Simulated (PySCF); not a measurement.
Several compounds and their computed core spectra got separated.

Method used: PySCF, delta-SCF UKS SCAN, pcX-2 on the ionised atom, pcseg-1 elsewhere, spin-free X2C. Geometries: PBE0-D3(BJ)/def2-SVP; isolated species, one conformer each.

Line lists (1s up to Mg, 2p3/2 beyond, nothing for Al, As or Ge; areas count atoms within a level, one atom standing for each set equivalent by bonding):
1. C 1s: 289.19 eV
2. C 1s: 290.60 (area 1), 290.81 (area 3) eV; Cl 2p3/2: 205.18 eV
3. C 1s: 303.52 eV; N 1s: 416.60 eV

Structures:
A. `C[C](C)(C)[GeH2][Cl]`
B. `C#[NH+]`
C. `[CH3][AlH2-][AsH3+]`

Task: Match each list to its structure.

Result: 
- 1 = C: no other candidate has this set of levels. C 1s: 289.19 methyl carbon.
- 2 = A: no other candidate has this set of levels. C 1s: 290.60 sp3 carbon bound to germanium, 290.81 methyl carbon (×3); Cl 2p3/2: 205.18 chlorine bonded to Ge.
- 3 = B: no other candidate has this set of levels. C 1s: 303.52 triply bonded carbon; N 1s: 416.60 nitrogen bonded to C and H.

Spin–orbit coupling isn't in the SCF: each 2p doublet comes from a relaxed spin-free hole plus a matrix of the shell (mean-field spin–orbit coupling and the ground-state 2p splitting), with 2p3/2 averaged over its two sublevels. 1 of these hole states is spin-contaminated (⟨S²⟩ 0.92, against 0.75; counted from 0.85) and less certain.
